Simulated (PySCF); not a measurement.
A calculated (LDA, PySCF 2.14, dyall-av2z, the non-relativistic Hamiltonian (point nucleus)) atom or ion has these occupied shells.

```csv
shell,electrons,orbital energy (eV),"rms radius, mean of both spins (bohr)"
1s α,1,-8116.1,0.0636
1s β,1,-8116.0,0.0636
2s α,1,-971.77,0.270
2s β,1,-970.53,0.270
2p α,3,-850.73,0.240
2p β,3,-849.78,0.240
3s α,1,-119.13,0.808
3s β,1,-116.84,0.808
3p α,3,-82.215,0.852
3p β,3,-79.968,0.852
3d α,5,-20.889,1.13
3d β,3,-18.959,1.13
4p α,1,-9.038,3.41
```

Task: Name the element and its charge.

Result: Ni⁺ (nickel, charge +1), in [Ar] 3d8 4p1, one real determinant (an excited configuration).
